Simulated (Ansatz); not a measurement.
The same ligand exchange along the group B, Al, Ga, In.

Isolated molecules relaxed with PBE0-D4/def2-TZVP in Ansatz; ΔE leaves out vibrations. CCSD(T)/CBS is the MP2 limit (def2-TZVPP, def2-QZVPP) plus CCSD(T) − MP2 in def2-TZVPP, frozen cores. Small cases extrapolate CCSD(T) itself. DFT in def2-TZVPP. def2 core potentials past Kr. For Ga, In outer-core shells are correlated without core-valence functions, which leaves a few kJ/mol of doubt a bond. Scalar relativity is left out up to krypton.

```
                                          reaction  CCSD(T)/CBS(def2) (kJ/mol)
                  `FB(F)F` + HCl → `FB(F)Cl` + H–F                          62
`[F][Al]([F])[F]` + HCl → `[F][Al]([F])[Cl]` + H–F                          19
`[F][Ga]([F])[F]` + HCl → `[F][Ga]([F])[Cl]` + H–F                           ?
`[F][In]([F])[F]` + HCl → `[F][In]([F])[Cl]` + H–F                         -69
```

Q: Fill in the missing values. (An estimate is asked.)

A: The calculation gave: `[F][Ga]([F])[F]` + HCl → `[F][Ga]([F])[Cl]` + H–F: -42.8 kJ/mol.

Largest T1 diagnostic: 0.018, for `[F][In]([F])[F]`.

Extrapolated directly: `[F][Al]([F])[F]` + HCl → `[F][Al]([F])[Cl]` + H–F.
